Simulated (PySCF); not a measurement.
C3H9ClSi (SMILES CC(C)[SiH2]Cl), singlet, geometry from GFN2-xTB; PySCF with BHANDHLYP/6-31G.

Here is a job for PySCF.
```python
from pyscf import gto, scf, dft

mol = gto.M(
    atom='''
Si    0.19402238    0.19103465    0.88839446
Cl    2.04049851    0.45095224    0.11643524
C    -1.06467640    0.04251256   -0.54107277
C    -2.49315931   -0.06063008   -0.00975062
C    -0.75653304   -1.14834238   -1.44974976
H     0.20948936   -1.03107503    1.69092668
H    -0.11479782    1.35263638    1.72066994
H    -1.00542080    0.94936839   -1.15530804
H    -2.61290378   -0.95674945    0.59533363
H    -3.20430135   -0.11083895   -0.83306565
H    -2.74363326    0.80057526    0.60522358
H     0.24743028   -1.07456302   -1.86214662
H    -0.83204969   -2.08273656   -0.89660606
H    -1.46238825   -1.18853069   -2.27851010
''',
    basis='6-31g',
    verbose=4,
)

mf = dft.RKS(mol)
mf.xc = 'bhandhlyp'
mf.kernel()
```

Output, abridged:

```
PySCF version 2.14.0

[INPUT] verbose = 4
[INPUT] num. atoms = 14
[INPUT] num. electrons = 58
[INPUT] charge = 0
[INPUT] spin (= nelec alpha-beta = 2S) = 0
[INPUT] symmetry False subgroup None
[INPUT] Mole.unit = angstrom
[INPUT] Symbol           X                Y                Z      unit          X                Y                Z       unit  Magmom
[INPUT]  1 Si     0.194022380000   0.191034650000   0.888394460000 AA    0.366649160236   0.361003168802   1.678822219981 Bohr   0.0
[INPUT]  2 Cl     2.040498510000   0.450952240000   0.116435240000 AA    3.855983341483   0.852176228859   0.220030714848 Bohr   0.0
[INPUT]  3 C     -1.064676400000   0.042512560000  -0.541072770000 AA   -2.011946807288   0.080337095254  -1.022479348760 Bohr   0.0
[INPUT]  4 C     -2.493159310000  -0.060630080000  -0.009750620000 AA   -4.711388280810  -0.114574246110  -0.018426001345 Bohr   0.0
[INPUT]  5 C     -0.756533040000  -1.148342380000  -1.449749760000 AA   -1.429640249785  -2.170052595431  -2.739629995554 Bohr   0.0
[INPUT]  6 H      0.209489360000  -1.031075030000   1.690926680000 AA    0.395877516410  -1.948449420578   3.195388321920 Bohr   0.0
[INPUT]  7 H     -0.114797820000   1.352636380000   1.720669940000 AA   -0.216936439497   2.556112304323   3.251594937372 Bohr   0.0
[INPUT]  8 H     -1.005420800000   0.949368390000  -1.155308040000 AA   -1.899969951941   1.794046248419  -2.183215785108 Bohr   0.0
[INPUT]  9 H     -2.612903780000  -0.956749450000   0.595333630000 AA   -4.937672534041  -1.807994430328   1.125017513443 Bohr   0.0
[INPUT] 10 H     -3.204301350000  -0.110838950000  -0.833065650000 AA   -6.055251972074  -0.209455259434  -1.574265922283 Bohr   0.0
[INPUT] 11 H     -2.743633260000   0.800575260000   0.605223580000 AA   -5.184715447648   1.512867983502   1.143706810329 Bohr   0.0
[INPUT] 12 H      0.247430280000  -1.074563020000  -1.862146620000 AA    0.467575464124  -2.030629811386  -3.518947115585 Bohr   0.0
[INPUT] 13 H     -0.832049690000  -2.082736560000  -0.896606060000 AA   -1.572346036129  -3.935801688019  -1.694339895025 Bohr   0.0
[INPUT] 14 H     -1.462388250000  -1.188530690000  -2.278510100000 AA   -2.763513280282  -2.245997494740  -4.305760061055 Bohr   0.0

nuclear repulsion = 292.742607201285
number of shells = 47
number of NR pGTOs = 194
number of NR cGTOs = 71
basis = 6-31g
ecp = {}

******** <class 'pyscf.dft.rks.RKS'> ********
method = RKS
initial guess = minao
damping factor = 0
level_shift factor = 0
DIIS = <class 'pyscf.scf.diis.CDIIS'>
diis_start_cycle = 1
diis_space = 8
diis_damp = 0
SCF conv_tol = 1e-09
SCF conv_tol_grad = None
SCF max_cycles = 50
direct_scf = True
direct_scf_tol = 1e-13
XC library pyscf.dft.libxc version 7.1.2
    S. Lehtola, C. Steigemann, M. J. T. Oliveira, and M. A. L. Marques,  SoftwareX 7, 1–5 (2018)
XC functionals = bhandhlyp
    A. D. Becke,  J. Chem. Phys. 98, 1372 (1993)
    Defined through Gaussian implementation.
radial grids:
    Treutler-Ahlrichs [JCP 102, 346 (1995); DOI:10.1063/1.469408] (M4) radial grids

becke partition: Becke, JCP 88, 2547 (1988); DOI:10.1063/1.454033
pruning grids: <function nwchem_prune>
grids dens level: 3
symmetrized grids: False
atomic radii adjust function: <function treutler_atomic_radii_adjust>
small_rho_cutoff = 0
Set gradient conv threshold to 3.16228e-05
Initial guess from minao.
tot grids = 168688
init E= -869.685346665141
  HOMO = -0.314028827311591  LUMO = 0.0140860617620526  gap/eV = 8.92846
cycle= 1 E= -869.224839070196  delta_E= 0.461  |g|= 0.322  |ddm|= 3.07
  HOMO = -0.323365194971483  LUMO = 0.0420824325499645  gap/eV = 9.94434
cycle= 2 E= -869.245514978177  delta_E= -0.0207  |g|= 0.225  |ddm|= 0.786
  HOMO = -0.346210437624051  LUMO = 0.0475845984830157  gap/eV = 10.71571
cycle= 3 E= -869.260635174395  delta_E= -0.0151  |g|= 0.0229  |ddm|= 0.311
  HOMO = -0.341152974982418  LUMO = 0.0507525854658133  gap/eV = 10.66429
cycle= 4 E= -869.260767589488  delta_E= -0.000132  |g|= 0.0101  |ddm|= 0.0401
  HOMO = -0.34275976083292  LUMO = 0.0499321049301908  gap/eV = 10.68569
cycle= 5 E= -869.260799252461  delta_E= -3.17e-05  |g|= 0.00157  |ddm|= 0.0157
  HOMO = -0.342887909703082  LUMO = 0.0497498806508607  gap/eV = 10.68422
cycle= 6 E= -869.260799975117  delta_E= -7.23e-07  |g|= 0.000303  |ddm|= 0.00253
  HOMO = -0.342861148426531  LUMO = 0.0497963159268551  gap/eV = 10.68475
cycle= 7 E= -869.260800004076  delta_E= -2.9e-08  |g|= 7.3e-05  |ddm|= 0.000526
  HOMO = -0.342853343156556  LUMO = 0.0497997328817072  gap/eV = 10.68463
cycle= 8 E= -869.260800005682  delta_E= -1.61e-09  |g|= 1.93e-05  |ddm|= 0.000116
  HOMO = -0.342855606193197  LUMO = 0.0497982848667904  gap/eV = 10.68466
cycle= 9 E= -869.260800005807  delta_E= -1.25e-10  |g|= 2.41e-06  |ddm|= 3.7e-05
  HOMO = -0.342855271837961  LUMO = 0.0497989160623455  gap/eV = 10.68466
Extra cycle  E= -869.260800005811  delta_E= -4.77e-12  |g|= 1.05e-06  |ddm|= 8.28e-06
converged SCF energy = -869.260800005811
```
